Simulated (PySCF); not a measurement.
Gas-phase equilibrium of 1 mol SnCl₄, 6.2 mol H₂O at 1600 K and 0.133 bar, among 27 species (ClO, SnCl₄, O₂, HCl, O, SnH₂, HO₂, SnO, SnHCl₃, SnCl₃, H₂O, H, HOCl, H₂O₂, O₃, H₂, SnH₄, SnCl₂, SnH₂Cl₂, Cl, Cl₂, SnO₂, SnH₃Cl, Sn₂O₂, SnHCl, Sn(OH)₂, OH). Only gases are allowed; each row takes one source of thermochemistry for all species, and Cantera finds the minimum.

Method: PySCF energies plus ideal-gas RRHO corrections (1 bar). † marks an energy on the PBE0/def2-TZVP geometry and frequencies. Open shells (unrestricted) among the columns below: O₂ (multiplicity 3), Cl (multiplicity 2, electronic degeneracy 6), OH (multiplicity 2, electronic degeneracy 4); the rest are closed-shell singlets. Spin-orbit splitting is ignored; it lowers the true energy and changes the entropy of Cl, OH. Sn: scalar-relativistic def2 core potential, no spin-orbit coupling. The harmonic model lacks anharmonicity and excited electronic states, which grow with temperature; levels with a mode under 35 cm⁻¹ are left out. Soft modes under 120 cm⁻¹ make the harmonic entropy rough for SnCl₂.

Molecules larger than those listed are left out. Also missing: (SnO)n, which can matter at low temperature or high pressure.

Mole fractions:

```tsv
thermochemistry	x H₂O	x HCl	x SnCl₂	x O₂	x SnO	x Cl	x OH	x H₂
M06-2X/def2-TZVP†	0.60	0.23	0.11	0.056	0.00011	0.0033	0.00063	0.00015
PBE/def2-TZVP†	0.59	0.24	0.11	0.057	0.0056	0.00083	0.00020	0.00065
PBE0/def2-QZVP†	0.60	0.23	0.11	0.057	0.00045	0.0023	0.00072	0.00011
r2SCAN/def2-TZVP†	0.59	0.23	0.11	0.057	0.0013	0.0013	0.00076	0.00065
LDA/def2-TZVP†	0.60	0.23	0.11	0.057	0.00081	0.00013	9.4e-6	5.4e-5
ωB97M-V/def2-TZVP†	0.60	0.23	0.11	0.057	0.00067	0.0021	0.00068	0.00017
```
The most sensitive of these is OH: it spans a factor of 10^1.9 over these rows; at this temperature one factor of ten is RT ln 10 = 31 kJ/mol.
